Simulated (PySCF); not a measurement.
# Radial density of V (vanadium, neutral)

UHF, [Ar] 3d3 4s2, high-spin 4F determinant. All numbers are calculated (PySCF 2.14, scalar relativity by spin-free X2C-1e, in cc-pVDZ-DK).

```csv
r (bohr),4πr²ρ (e/bohr),4πr²(ρα − ρβ)
0.00118,0.1899,0.0000
0.00199,0.4839,0.0000
0.00335,1.208,0.0001
0.00563,2.906,0.0002
0.00947,6.573,0.0005
0.0159,13.32,0.0009
0.0268,22.34,0.0014
0.0450,27.49,0.0013
0.0758,23.00,0.0012
0.127,22.08,0.0157
0.214,29.82,0.1211
0.361,16.70,0.6030
0.607,9.609,1.6907
1.02,10.34,2.1003
1.72,2.752,1.0834
2.89,0.8663,0.2182
4.85,0.2873,-0.0204
8.17,0.01613,-0.0051
13.7,3.101e-05,0.0000
```

Densities and radii are taken from the X2C orbitals without a picture-change correction, which distorts them close to the nucleus.

(1) Where is the radial spin density 4πr²(ρα − ρβ) most negative, and why is it negative at all?

Results:

(1) Around r = 4.85 bohr, down to -0.0204 e/bohr: exchange with the open shell polarises the paired shells in an unrestricted calculation.
